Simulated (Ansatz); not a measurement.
Basis sets compared for the cluster Bi₂Cl₆ (the lowest singlet isomer of a short search). Total charge 0; singlet. Geometry PBE-D4/def2-SVP. Ansatz on 4 threads of Arm Neoverse V1 on a shared host; times are rough, and most runs start from earlier orbitals.

```xyz
8

Bi   -0.418    0.530   -2.144
Bi    0.359   -0.409    1.614
Cl    1.977    0.784    3.081
Cl   -0.489    2.189   -0.232
Cl   -2.345    1.432   -3.449
Cl    0.715   -2.730    2.435
Cl    1.886   -0.571   -0.472
Cl   -1.686   -1.225   -0.832
```

In the def2 sets Bi takes a core potential; there is no spin–orbit coupling. The structure comes from a short search, and lower isomers may exist.

Binding counts from free atoms (Bi quartet, Cl doublet) in the same basis, without a counterpoise term.

```
           level  functions  energy (Eh)  HOMO (eV)  LUMO (eV)  binding per atom (eV)  wall time
 PBE-D4/def2-SVP        160   -3188.8213      -7.30      -3.60                   2.64      2.5 s
PBE0-D4/def2-SVP        160   -3188.9782      -8.59      -3.04                   2.45      4.7 s
```

**Question.** Estimate the rows for PBE-D4/def2-TZVP (with forces), PBE0-D4/def2-TZVP.

**Answer.** 
| level | functions | energy (Eh) | HOMO (eV) | LUMO (eV) | binding per atom (eV) | wall time |
| --- | --- | --- | --- | --- | --- | --- |
| PBE-D4/def2-TZVP (with forces) | 322 | -3189.8100 | -7.59 | -3.82 | 2.67 | 8 s |
| PBE0-D4/def2-TZVP | 322 | -3189.9535 | -8.80 | -3.19 | 2.50 | 25 s |
